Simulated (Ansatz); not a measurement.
C3H2F6, SMILES `FCC(F)(F)C(F)(F)F`, relaxed with RKS PBE0-D4/def2-TZVP in the Gaussian-basis code of Ansatz from a PBE-D4/def2-SVP geometry. The force threshold is 0.005 eV/Å; the program also tests the step.

The species carries charge 0 and has multiplicity 1.

Start:

```xyz
11

F    -0.535   -1.696    1.690
C    -0.706   -0.543    0.968
C     0.433   -0.400   -0.040
F     0.452   -1.470   -0.883
F     1.630   -0.348    0.606
C     0.310    0.881   -0.909
F     1.331    0.979   -1.767
F     0.300    1.974   -0.116
F    -0.846    0.855   -1.605
H    -1.669   -0.573    0.414
H    -0.699    0.341    1.641
```

(1) By how much does the energy fall, and how many steps does the optimiser take? (Best estimate.)

(2) Which bonds change most? (An estimate is asked.)

(3) Give the relaxed structure. (An estimate is asked.)

## Answers

(1) The calculation gave: 5.21 kJ/mol, in 4 steps.

(2) Ansatz gave: C2–H10 from 1.111 to 1.092 Å; C2–H11 from 1.111 to 1.092 Å; C6–F8 from 1.350 to 1.333 Å; C6–F9 from 1.350 to 1.332 Å.

(3) The calculation gave: 
```xyz
11

F    -0.530   -1.679    1.674
C    -0.706   -0.531    0.957
C     0.429   -0.397   -0.040
F     0.452   -1.454   -0.872
F     1.613   -0.345    0.599
C     0.308    0.877   -0.904
F     1.317    0.968   -1.753
F     0.304    1.959   -0.125
F    -0.832    0.855   -1.593
H    -1.657   -0.579    0.421
H    -0.698    0.326    1.634
```
